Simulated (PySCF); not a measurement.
C6H7, SMILES [C]1=CCCC=C1, multiplicity 2. Geometry: PBE0-D3(BJ)/def2-SVP. The isomer is the one that the SMILES or the coordinates give; other isomers of the formula were not compared. One conformer was computed; it need not be the lowest.

Computed equilibrium geometry at PBE0-D3(BJ)/def2-SVP (PySCF confirms it by a frequency run) as Cartesian coordinates in Å (one conformer of several):
```xyz
13

C      0.6092    -1.2371     0.4431
C     -0.7153    -1.2452     0.3648
C     -1.3536    -0.0475    -0.3176
C     -0.5393     1.2239    -0.0723
C      0.9395     1.0139    -0.2523
C      1.4947    -0.1876     0.0105
H     -1.3365    -2.0726     0.7219
H     -1.4170    -0.2522    -1.4045
H     -2.3884     0.0919     0.0309
H     -0.8970     2.0344    -0.7256
H     -0.7081     1.5756     0.9660
H      1.5660     1.8602    -0.5518
H      2.5691    -0.3600    -0.0947
```
Charge 0, spin multiplicity 2.
